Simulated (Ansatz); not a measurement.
Method: frozen-core CCSD(T)/cc-pVTZ // B3LYP-D3(BJ)/def2-TZVP run with Ansatz (an electronic-structure program).

Ansatz 0.2 input:
```yaml
crystal:
  periodic: [false, false, false]
  atoms:
    - { symbol: C, position_ang: [-0.104925, 0.667123, -0.479595] }
    - { symbol: C, position_ang: [-0.979393, -0.317606, 0.285706] }
    - { symbol: O, position_ang: [0.165803, -1.053675, 0.758218] }
    - { symbol: C, position_ang: [1.054684, -0.161032, 0.058492] }
    - { symbol: H, position_ang: [-0.224733, 0.653104, -1.561801] }
    - { symbol: H, position_ang: [-0.14481, 1.696675, -0.127191] }
    - { symbol: H, position_ang: [-1.63453, -1.016291, -0.260161] }
    - { symbol: H, position_ang: [-1.556107, 0.019413, 1.162687] }
    - { symbol: H, position_ang: [1.672017, -0.761767, -0.629514] }
    - { symbol: H, position_ang: [1.751993, 0.274056, 0.793161] }
basis:
  gaussian: { orbitals: cc-pVTZ }
correlation:
  method: ccsd_t
total_charge: 1
magnetization:
  spin_polarized: true
  initial_magnetization: 1
```

Output:

```
Functional definition: HF
1167 factors; integrals over basis functions are off by at most 1.1e-3 eV
mean field evaluation 1: about -5209.2515 eV, gradient 3.1e1 eV
mean field evaluation 2: about -5209.2536 eV, gradient 3.1e1 eV
mean field evaluation 4: about -5214.6606 eV, gradient 5.1e0 eV
mean field evaluation 8: about -5215.6424 eV, gradient 4.9e-1 eV
mean field evaluation 16: about -5212.7792 eV, gradient 2.3e1 eV
mean field evaluation 32: about -5212.1727 eV, gradient 4.1e0 eV
mean field evaluation 64: about -5213.7335 eV, gradient 9.3e-4 eV
mean field evaluation 96: about -5212.4078 eV, gradient 3.3e-3 eV
mean field evaluation 128: about -5209.2861 eV, gradient 1.8e1 eV
mean field evaluation 160: about -5209.8105 eV, gradient 1.3e0 eV
mean field -5215.64512157 eV, -191.6714229265 hartree, gradient 2.5e-6 eV, S^2 0.764990; 3 other end points of the search recorded, 0 dependent functions left out
determinant -5215.64512157 eV, -191.6714229265 hartree, with singles and doubles -5235.76020391 eV, -192.4106385680 hartree
determinant -5213.73350393 eV, -191.6011722738 hartree, with singles and doubles -5233.88148666 eV, -192.3415969823 hartree
determinant -5212.40782648 eV, -191.5524545263 hartree, with singles and doubles -5233.01756181 eV, -192.3098483297 hartree
4 core orbitals not correlated
reference -5215.64512157 eV, -191.6714229265 hartree; 12, 11 occupied and 188, 189 virtual orbitals, 1167 factors
second order -18.57980935 eV of doubles, -0.00000000 eV of singles
cycle   1  -19.84193857 eV  change    -1.8e0 eV  update   2.6e-2
cycle   2  -19.89049467 eV  change   -4.9e-2 eV  update   7.6e-3
cycle   3  -19.89227983 eV  change   -1.8e-3 eV  update   4.2e-3
cycle   4  -19.89721792 eV  change   -4.9e-3 eV  update   2.9e-3
cycle   5  -19.90253497 eV  change   -5.3e-3 eV  update   1.5e-3
cycle   6  -19.90447416 eV  change   -1.9e-3 eV  update   7.2e-4
cycle   7  -19.90473962 eV  change   -2.7e-4 eV  update   1.5e-4
cycle   8  -19.90487148 eV  change   -1.3e-4 eV  update   9.3e-5
cycle   9  -19.90481938 eV  change    5.2e-5 eV  update   3.5e-5
cycle  10  -19.90481036 eV  change    9.0e-6 eV  update   1.6e-5
perturbative correction -0.80717841 eV, -0.0296632595 hartree
Total energy: -5236.35711034 eV, -192.4325744748 hartree
```

Cost: around 7 core-minutes (rough).
